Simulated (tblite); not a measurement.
Compound: C₂H₂BF₅O₂.
Bonds: F1–C2, C2–F3, C2–O4, O4–B5, B5–O6, O6–C7, C7–F8, C7–F9, C7–F10. Hydrogens: H11 on C2; H12 on B5.

Computed with GFN2-xTB (tblite), gas phase: L-BFGS steps from a force-field or distance-geometry start until the largest atomic force falls under 0.01 eV/Å.

Step 24: E = -1046.2382 eV
```
atom  x, y, z in Å  |  force x, y, z in eV/Å
F1      3.2601   -0.2567    0.9222    0.049  -0.058   0.117
C2      2.0364   -0.2856    0.3838    0.083  -0.039  -0.071
F3      2.0578    0.6190   -0.6143   -0.089   0.037  -0.019
O4      1.1322    0.0612    1.3387    0.000   0.148  -0.051
B5     -0.1785    0.1985    1.1261   -0.138   0.075  -0.097
O6     -0.7100   -0.3131   -0.0495    0.006   0.214   0.117
C7     -1.8470    0.0265   -0.6301    0.021   0.018   0.004
F8     -2.8348    0.3855    0.2074    0.234  -0.059  -0.084
F9     -1.6660    1.0573   -1.4667   -0.115  -0.001   0.082
F10    -2.3206   -0.9776   -1.3640    0.036  -0.016   0.070
H11     1.8629   -1.2745   -0.0626    0.006  -0.190  -0.041
H12    -0.7914    0.7588    1.9476   -0.092  -0.131  -0.027
```

Step 25: E = -1046.2465 eV
```
atom  x, y, z in Å  |  force x, y, z in eV/Å
F1      3.2544   -0.2581    0.9249    0.092  -0.081   0.111
C2      2.0323   -0.2900    0.3847    0.063  -0.038  -0.040
F3      2.0542    0.6143   -0.6129   -0.096   0.034  -0.037
O4      1.1300    0.0574    1.3417    0.008   0.140  -0.046
B5     -0.1789    0.2023    1.1234   -0.106   0.116  -0.054
O6     -0.6963   -0.2880   -0.0632    0.067   0.189   0.062
C7     -1.8426    0.0347   -0.6328    0.052  -0.043  -0.002
F8     -2.8170    0.3720    0.2271    0.151   0.020  -0.170
F9     -1.6891    1.0587   -1.4827   -0.132   0.034   0.181
F10    -2.3060   -0.9788   -1.3584   -0.036  -0.082   0.051
H11     1.8566   -1.2807   -0.0593    0.024  -0.152  -0.034
H12    -0.7964    0.7555    1.9462   -0.087  -0.135  -0.023
```

Problem. Estimate the geometry and energy of step 26. (The exact step hangs on the optimiser's Hessian estimate; all steps are aligned on step 25, rigid shifts and turns removed.)

Solution. E = -1046.2542 eV, largest force 0.258 eV/Å
```
atom  x, y, z in Å  |  force x, y, z in eV/Å
F1      3.2499   -0.2609    0.9300    0.080  -0.097   0.059
C2      2.0294   -0.2944    0.3854    0.020  -0.028   0.003
F3      2.0493    0.6095   -0.6125   -0.062   0.002  -0.043
O4      1.1279    0.0580    1.3428    0.016   0.104  -0.035
B5     -0.1803    0.2078    1.1192   -0.007   0.136   0.005
O6     -0.6817   -0.2614   -0.0769    0.109   0.127  -0.047
C7     -1.8372    0.0414   -0.6358    0.067  -0.082  -0.012
F8     -2.7968    0.3593    0.2431    0.007   0.089  -0.177
F9     -1.7135    1.0613   -1.4943   -0.126   0.058   0.218
F10    -2.2935   -0.9815   -1.3521   -0.059  -0.124   0.034
H11     1.8490   -1.2884   -0.0554    0.059  -0.073  -0.008
H12    -0.8014    0.7485    1.9452   -0.104  -0.114   0.004
```

The energy changes by -0.0077 eV. The first-order estimate −F·Δx gives -0.0105 eV and the mean of the old and new forces, exact on a quadratic surface, -0.0076 eV. The step makes an angle of 71° with the force vector and moves no atom by more than 0.033 Å.

What follows is the cost of the whole relaxation. Hardware: one thread of an Arm Neoverse N1 (shared host). Cost: 0.94 s wall.
